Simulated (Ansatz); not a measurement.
Input file for Ansatz (an electronic-structure program): R-wB97X-V/def2-TZVPPD on HF (SMILES F) with ghost functions, monomers drawn apart or pushed together. Files ending in .json are basis or fitting sets from the Basis Set Exchange.

Ansatz 0.2 input:
```yaml
crystal:
  periodic: [false, false, false]
  atoms:
    - {symbol: F, position_ang: [0.39017373, 0.00140340, 0.46205031]}
    - {symbol: H, position_ang: [-0.15532494, -0.47250319, 1.09499187]}
basis:
  gaussian:
    orbitals: def2-TZVPPD.json
    ghost_atoms:
      - {symbol: O, position_ang: [-0.77917949, -0.76792991, 3.26806852]}
      - {symbol: C, position_ang: [-0.19783081, -0.01836017, 4.02558061]}
      - {symbol: O, position_ang: [0.70268383, 0.88289166, 3.67748639]}
      - {symbol: H, position_ang: [-0.36862059, -0.01606433, 5.10629131]}
      - {symbol: H, position_ang: [0.83039681, 0.85318449, 2.70273880]}
hamiltonian:
  xc: {name: wB97X-V}
scf: {lower_state_search: off}
```

Q: Give the final energy of this run.

A: -100.4551 hartree.
